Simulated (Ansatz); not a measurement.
# Two structures, one formula

The two ends of one reaction step of Si2H6ClF, closed shell (PBE0-D4/def2-TZVP).

A:

```
10
angstrom
Si 0.3513 -2.2466 -0.8967
Si -0.2872 2.1391 0.8964
H -0.3518 -3.4412 -0.3921
H 1.2027 -2.5115 -2.0718
Cl -1.0302 -0.8345 -1.3937
H 0.7191 1.1026 1.2339
F 1.2694 -1.6774 0.2686
H -0.0689 3.3379 1.7468
H -0.1517 2.5221 -0.5317
H -1.6525 1.6093 1.1401
```

B:

```json
{"atom": "Si1", "x (Å)": "-0.3322", "y (Å)": "-0.9256", "z (Å)": "-0.8056"}
{"atom": "Si2", "x (Å)": "-0.4414", "y (Å)": "1.1711", "z (Å)": "0.2342"}
{"atom": "H3", "x (Å)": "-0.5869", "y (Å)": "-2.0381", "z (Å)": "0.1371"}
{"atom": "H4", "x (Å)": "0.9387", "y (Å)": "-1.1286", "z (Å)": "-1.5370"}
{"atom": "Cl5", "x (Å)": "-1.8627", "y (Å)": "-0.9219", "z (Å)": "-2.1984"}
{"atom": "H6", "x (Å)": "1.6939", "y (Å)": "-0.1149", "z (Å)": "1.4824"}
{"atom": "F7", "x (Å)": "1.9567", "y (Å)": "-0.9732", "z (Å)": "1.2522"}
{"atom": "H8", "x (Å)": "0.6154", "y (Å)": "1.3255", "z (Å)": "1.2873"}
{"atom": "H9", "x (Å)": "-0.2279", "y (Å)": "2.2551", "z (Å)": "-0.7578"}
{"atom": "H10", "x (Å)": "-1.7534", "y (Å)": "1.3505", "z (Å)": "0.9056"}
```

Computed with Ansatz 0.2.0 (basis: def2-TZVPP); correlated methods freeze the cores. B3LYP uses VWN-RPA correlation.

(1) Which structure is lower at CCSD(T), and by how much? (An estimate is asked for; the value comes from the calculation.)

T1 diagnostic: at most 0.011.

Results:

(1) Computed: A, by 137.4 kJ/mol (electronic energy, against the other). By their contacts, A is a complex of SiH₂ClF ([F][SiH2][Cl]) + SiH₄ and B is a complex of Si₂H₅Cl ([SiH3][SiH2][Cl]) + HF.

All methods give the same order:

| method | E(B) − E(A) (kJ/mol) |
| --- | --- |
| SPW92 | 105.4 |
| PBE-D4 | 110.7 |
| BLYP-D4 | 131.9 |
| r2SCAN-D4 | 132.1 |
| B97M-V | 136.1 |
| PBE0-D4 | 117.7 |
| B3LYP-D4 | 136.4 |
| r2SCAN0-D4 | 133.3 |
| BHLYP-D4 | 145.5 |
| CAM-B3LYP-D4 | 144.2 |
| wB97X-V | 135.8 |
| wB97M-V | 139.6 |
| B2PLYP | 144.2 |
| PBE-QIDH | 131.2 |
| RPA on PBE | 141.9 |
| HF | 170.7 |
| MP2 | 142.4 |
| CCSD | 141.8 |
| CCSD(T) | 137.4 |

Labels in which every atom is bracketed show which atoms are joined, not bond orders.

For scale, one of the runs: CCSD(T)/def2-TZVPP, 241 basis functions, launched by `ansatz run in.yaml --threads 4 --pin off --events-out ev --progress --plain --max-ram 9574MiB`. Time: 95 s of wall clock on 4 CPU threads of an Arm Neoverse V1; the host was shared. Peak host memory: 4.3 GiB.
